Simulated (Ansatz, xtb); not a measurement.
**Worked example: SiH3Br + C2H3I → SiH3I + C2H3Br**

Species: SiH3Br `[SiH3]Br`, singlet; C2H3I (vinyl iodide) `C=CI`, singlet; SiH3I `[SiH3]I`, singlet; C2H3Br (vinyl bromide) `C=CBr`, singlet. The partners trade Br for I: Si–Br and C–I bonds give way to Si–I and C–Br.

Shapes, held fixed at every level: PBE0-D4/def2-TZVP. Programs: Ansatz 0.2.0, xtb 6.7.1. The zero-point and thermal change to 298 K, harmonic and unscaled (PBE0-D4/def2-TZVP), is +0.2 kJ/mol.

At CCSD(T)/def2-TZVPP; 1 Eh = 2625.50 kJ/mol:

| species | energy (Eh) |
| --- | --- |
| SiH3Br | -2863.596019 |
| C2H3I | -374.980574 |
| SiH3I | -588.021398 |
| C2H3Br | -2650.549247 |

Work out ΔH(298 K) of the reaction at this level.


1. Products less reactants: (-588.021398) + (-2650.549247) − [(-2863.596019) + (-374.980574)] = 0.005948 Eh = +15.6 kJ/mol.
2. With the thermal change: +15.6 + (+0.2) = +15.8 kJ/mol.

Other levels give +10.7 (HF/def2-SVP) to +15.6 kJ/mol (MP2/def2-TZVPP). No measured value is set beside it here. For atoms past krypton def2 sets carry core potentials with scalar relativity. Relativity is left out for Br unless named. Correlated rows may include outer-core shells of Br, I, which these sets cover unevenly.
